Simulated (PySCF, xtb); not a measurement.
Si(F)(OH)(OMe)(NH2) (CH₆FNO₂Si), SMILES CO[Si](N)(O)F. The values are those of a single conformer.

Harmonic wavenumbers (cm⁻¹) from GFN2-xTB in xtb at its own minimum, in rising order: 63, 85, 137, 157, 205, 227, 253, 289, 302, 368, 578, 706, 789, 832, 873, 918, 986, 1133, 1142, 1166, 1412, 1474, 1484, 1512, 2970, 2981, 2996, 3489, 3521, 3665.

Q: What does PBE0-D3(BJ)/def2-SVP (PySCF) give at its own minimum? (The exact figures need the calculation; the answer reports its results.)

A: 73, 101, 142, 160, 224, 294, 310, 331, 372, 377, 419, 722, 790, 824, 908, 955, 1008, 1175, 1183, 1229, 1470, 1477, 1482, 1535, 3026, 3110, 3141, 3636, 3738, 3928. Paired by order, the mean absolute difference is 59 cm⁻¹ and the zero-point energies are 52.5 and 54.5 kcal/mol.
